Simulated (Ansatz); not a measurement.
Total energies of Ga₂H₃ from Ansatz at CCSD(T)/def2-TZVPP, gas phase (1 Eh = 27.2114 eV = 2625.5 kJ/mol). The reference geometry is relaxed at r2SCAN-D4/def2-TZVP.

```
atom   x (Å)   y (Å)   z (Å)
 Ga1   0.079   0.136  -1.404
 Ga2  -0.120  -0.068   0.942
  H3   0.734   0.054  -2.828
  H4   0.164   1.205   1.796
  H5  -0.857  -1.327   1.494
```

```
                 state                        geometry  energy (Eh)
      charge 0 doublet                       reference  -3848.67068
      charge 1 singlet                       reference  -3848.41916
      charge 0 quartet  relaxed at r2SCAN-D4/def2-TZVP  -3848.58758
free Ga atom (doublet)                               –  -1923.41187
 free H atom (doublet)                               –     -0.49981
```

Correlated methods freeze 18 core orbitals; core or outer-core shells of Ga are correlated, in sets that lack core-valence functions.

(1) Work out the vertical ionisation energy to the singlet.

(2) Which of the charge 0 states is lowest, and how far above it are the others?

(3) What is the binding energy per atom against free atoms?

(1) E(charge 1 singlet) − E(charge 0 doublet) = -3848.41916 − (-3848.67068) = 0.25152 Eh = 6.84 eV.

(2) The doublet. quartet: -3848.58758 − (-3848.67068) = 0.08310 Eh = 218.2 kJ/mol.

(3) Atoms: 2 × (-1923.41187) + 3 × (-0.49981) = -3848.32317 Eh. Binding: -3848.32317 − (-3848.67068) = 0.34751 Eh = 9.46 eV, or 1.89 eV for each of 5 atoms (no zero-point energy, no counterpoise term).

The structure comes from a short search, and lower isomers may exist.
